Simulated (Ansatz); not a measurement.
Consider the silylene loss: `O[SiH]([SiH3])[O][AlH2]` → `O[SiH2][O][AlH2]` + `[SiH2]`.

Calculated with Ansatz (gas phase, PBE0-D4/def2-TZVP geometries, no zero-point term in ΔE). CCSD(T)/CBS adds triple-zeta CCSD(T) − MP2 to the extrapolated MP2 energy (def2 sets, frozen cores). This one scheme is used for every species. Functionals use def2-TZVPP. Each species was taken in one conformer, which may not be the lowest.

CCSD(T)/CBS gives +225.8 kJ/mol.

Problem. Another level gave +220.8 kJ/mol. Which?
A. BLYP/def2-TZVPP
B. MP2/def2-TZVPP
C. r2SCANh-D4/def2-TZVPP
D. CAM-B3LYP/def2-TZVPP

Solution. D. CAM-B3LYP 220.8, BLYP 200.8, MP2/def2-TZVPP 231.8, r2SCANh-D4 250.4 kJ/mol.

Largest T1 diagnostic among the species: 0.014.

From BLYP to BHLYP (50 % exact exchange), in def2-TZVPP and without D4, ΔE moves by +16.5 kJ/mol. The D4 term adds +14.6 kJ/mol with B3LYP and +8.1 kJ/mol with PBE0; it sums over pairs of atoms, weighted by their polarisabilities, and B3LYP, whose exchange is more repulsive, gets the larger term. Leaving LDA and LC-ωPBE aside and taking each functional with its dispersion term where it has one, the values, not all of them listed here, spread over 32.1 kJ/mol, from ωB97M-V to r2SCAN-D4. LDA lies +32.1 kJ/mol from PBE without D4.

B3LYP here is the variant with VWN-RPA as its local correlation; programs differ in this.
